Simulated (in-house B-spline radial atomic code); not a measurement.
Results of a calculation; reference values are marked as such.
# Correlation energy from the adiabatic connection: ω²r²/2, ω = 0.527

Two electrons in a singlet, external potential ω²r²/2, ω = 0.527 (atomic units). Full CI in B-splines (partial waves to l = 8, correlation up to 0.6 % small) with the density held fixed gives W(λ) = <V_ee>_λ − U, and E_c is the integral of W(λ) − W(0) from 0 to 1.

| λ | W(λ) − W(0) (hartree) |
| --- | --- |
| 0 | 0.00000 |
| 0.02 | -0.00201 |
| 0.05 | -0.00495 |
| 0.12 | -0.01151 |
| 0.25 | -0.02268 |
| 0.4 | -0.03411 |
| 0.6 | -0.04730 |
| 0.8 | -0.05857 |
| 1 | -0.06829 |

Task: Integrate the table by the trapezoid rule.

Result: The strips give -0.00002, -0.00010, -0.00058, -0.00222, -0.00426, -0.00814, -0.01059, -0.01269, which sum to -0.03860 hartree. The direct value, W(1) − W(0) + T_c with T_c = 0.02957, is -0.03872; the curve is convex, so chords lie above it and the trapezoids fall short in size by 0.31 %.

Task: Now use only three numbers: W(0) = -0.52997, the initial slope W'(0) = -0.1012 (extrapolated from the first points) and the strong-coupling limit of the point-charge-plus-continuum model, W∞ = -0.72202. What do second-order theory and the interpolation W(λ) = W∞ + (W(0) − W∞)/√(1 + 2χλ) of Seidl, Perdew and Levy give?

Result: Second order keeps the slope alone: E_c = W'(0)/2 = -0.05060, +31 % in size against -0.03872. Matching the slope fixes χ = W'(0)/(W∞ − W(0)) = -0.1012/(-0.19205) = 0.52695. Integrating, with s = √(1 + 2χ) = 1.433141, E_c = −(W(0) − W∞)(s − 1)/(s + 1) = −0.19205 × 0.433141/2.433141 = -0.03419 hartree, -11.7 % in size against the full result. At λ = 1 the formula gives W − W(0) = -0.05804 against -0.06829. Part of the miss can come from the model's W∞.
